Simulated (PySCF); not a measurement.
# Exercise with solution: oscillator strength and radiative lifetime

B(H)3(SMe2) (C₂H₉BS), SMILES [BH3]<-S(C)C (connectivity only; charge and spin as stated), neutral, multiplicity 1.

The structure is a stationary point at PBE0-D3(BJ)/def2-SVP. The isomer is the one that the SMILES or the coordinates give; other isomers of the formula were not compared. Other conformers were not sampled.

PySCF 2.14.0 with TDA-LC-ωPBE/def2-SVPD puts the first singlet state with f over 0.02 at 8.06 eV (vertical), with the transition dipole (0.247, -0.262, 0.000) in atomic units.

Question: Find the oscillator strength, the wavelength and the radiative lifetime that this transition would have in vacuum if emission retraced absorption.

Answer: 
|μ|² = 0.1297 au, so |μ| = 0.92 D. ΔE = 8.06/27.211 = 0.2962 hartree. f = (2/3) ΔE |μ|² = 0.026 (the program prints 0.026).
λ = 1239.84/8.06 = 154 nm; ν = 65008 cm⁻¹.
Einstein's coefficient A = 0.6670 ν² f s⁻¹ (ν in cm⁻¹) = 7.2e7 s⁻¹, so τ = 1/A = 14 ns. This state is S2; the lower singlet has f = 0.016. The figure is the radiative limit of this one transition; relaxation, internal conversion, crossing to triplets and a medium change what is measured.
